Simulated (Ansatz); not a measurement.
Job for Ansatz (a quantum-chemistry and plane-wave program): R-BLYP/def2-TZVPPD on H4OSi (SMILES O[SiH3]). Files ending in .json are basis or fitting sets from the Basis Set Exchange.

Ansatz 0.2 input:
```yaml
crystal:
  periodic: [false, false, false]
  atoms:
    - {symbol: O, position_ang: [0.26795821, 0.53493628, 3.08292210]}
    - {symbol: Si, position_ang: [0.06182190, -0.09989091, 4.58535546]}
    - {symbol: H, position_ang: [-0.29511086, 0.22011079, 2.35633825]}
    - {symbol: H, position_ang: [-1.29282260, 0.17373223, 5.12871999]}
    - {symbol: H, position_ang: [1.07520206, 0.53695223, 5.45298352]}
    - {symbol: H, position_ang: [0.26392437, -1.57234650, 4.59767447]}
basis:
  gaussian:
    orbitals: def2-TZVPPD.json
hamiltonian:
  xc: {name: BLYP}
scf: {lower_state_search: off}
```

Q: Predict the final total energy.

A: -367.1783 hartree.
